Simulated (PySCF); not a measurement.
C₃H₉NSi, SMILES N[SiH]1CCC1.

Geometry optimised at PBE0-D3(BJ)/def2-SVP. The values are those of a single conformer.

Computed with PBE/def2-TZVP run with PySCF.

The total energy comes out as -463.68548 hartree, the highest occupied level is -5.68 eV and the lowest empty level is 0.00 eV. The orbital gap comes out as 5.67 eV. The dipole moment is 1.25 D and the quadrupole, principal values (traceless, Buckingham form, about the centre of nuclear charge) is -5.28, 0.14, 5.14 D·Å. The mean static polarisability comes out as 69.4 bohr³ (10.28 Å³) and the polarisability, principal values comes out as 62.4, 65.7, 80.0 bohr³.
